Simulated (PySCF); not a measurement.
Vertical excitations of a molecule C3H3F3 from TDA-M06-2X/def2-SVPD (PySCF), as energy in eV (oscillator strength): 7.84 (0.175), 8.12 (0.336), 8.31 (0.031), 8.40 (0.012), 8.88 (0.022), 9.18 (0.003), 9.62 (0.000), 9.83 (0.009), 10.02 (0.007), 10.11 (0.039). Lowest triplet (TDA): 4.73 eV. Geometry optimised at PBE0-D3(BJ)/def2-SVP. The values are those of a single conformer.

Question: Identify the compound among the candidates.
A. CC(F)=C(F)F
B. C=CC(F)(F)F
C. C=C(F)C(F)F
D. F[C@H]1[C@H](F)[C@H]1F

Answer: C, C=C(F)C(F)F
